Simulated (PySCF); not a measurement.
# How methods differ on the excitation energy of P²⁺

P²⁺ [Ne] 3s2 3p1 (2P) → P²⁺ [Ne] 3s2 4s1 (2S), as a difference of total energies. Computed with PySCF 2.14 in x2c-TZVPPall with one added diffuse shell each of s, p, d type (6s6p4d1f, 51 functions), with scalar relativity by spin-free X2C-1e. Correlated levels: valence and next inner shell: 1s2 frozen. The calculations carry no spin-orbit coupling.

```csv
method,excitation energy (cm⁻¹)
UHF,117060
MP2 (valence and next inner shell),116580
SCS-MP2 (valence and next inner shell),116840
CCSD (valence and next inner shell),117630
CCSD(T) (valence and next inner shell),117360
```

A first-order spin-orbit estimate (lowest level to lowest level, LS coupling) adds 0.042 eV.

The promoted electron is Rydberg-like, and one or two diffuse shells describe it only roughly, which tends to raise the upper state.
